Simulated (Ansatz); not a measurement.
CH7ClO2Si2 can be A, `C[Si@@H](O)[Si@H](O)Cl`, or B, `CO[SiH](Cl)O[SiH3]`.

Program: Ansatz. Geometries: PBE0-D4/def2-TZVP. ΔE: electronic, gas phase. CBS: MP2 limit from def2 TZ/QZ plus the TZ coupled-cluster correction, frozen cores. Functionals use def2-TZVPP. B3LYP here is the variant with VWN-RPA as its local correlation; programs differ in this. Each species was taken in one conformer, which may not be the lowest.

Question: Which is lower in electronic energy at CCSD(T)/CBS, and by how much? (Estimate.)

Answer: Ansatz gave: B, by 46.3 kJ/mol.

Question: Give E(B) − E(A) in kJ/mol with B2PLYP, B3LYP-D4, B3LYP, CCSD(T)/def2-TZVPP, r2SCAN-D4, CCSD/def2-TZVPP, MP2/def2-TZVPP. (Estimate.)

Answer: Computed: B2PLYP -53.9, B3LYP-D4 -51.0, B3LYP -51.8, CCSD(T)/def2-TZVPP -51.3, r2SCAN-D4 -40.2, CCSD/def2-TZVPP -56.1, MP2/def2-TZVPP -50.2. None reverses the order clearly.

Largest T1 diagnostic: 0.011.

From PBE to PBE0 (25 % exact exchange), in def2-TZVPP and without D4, E(B) − E(A) moves by −10.1 kJ/mol. In def2-TZVPP, CCSD(T) changes the Hartree–Fock value by +39.1 kJ/mol (the triples alone add +4.9 kJ/mol) and MP2 by +40.1 kJ/mol.
